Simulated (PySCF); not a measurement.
WCl₆, optimised at PBE/def2-SVP:

```xyz
7

W     -0.0172     0.0162     0.0077
Cl    -0.0234     1.5496    -1.7363
Cl    -1.4521    -1.3576    -1.1950
Cl     1.4178     1.3900     1.2104
Cl    -1.8430     1.0906     0.9589
Cl    -0.0109    -1.5172     1.7517
Cl     1.8087    -1.0582    -0.9435
```

Computed with PySCF (xtb for GFN2) and rigid-rotor harmonic-oscillator thermochemistry at 1 bar. All species are closed-shell singlets. W: scalar-relativistic def2 core potential, no spin-orbit coupling.

Question: List the harmonic frequencies (cm⁻¹, unscaled) at this level and at the other levels, each on its own geometry.

Answer: 
- PBE/def2-SVP: 87, 87, 87, 163, 163, 163, 191, 191, 191, 323, 323, 360, 360, 360, 385
- GFN2-xTB: 81, 81, 81, 142, 142, 142, 178, 178, 178, 219, 219, 265, 265, 265, 294
- PBE0/def2-TZVP: 85, 85, 85, 167, 167, 167, 202, 202, 202, 330, 330, 375, 375, 376, 416
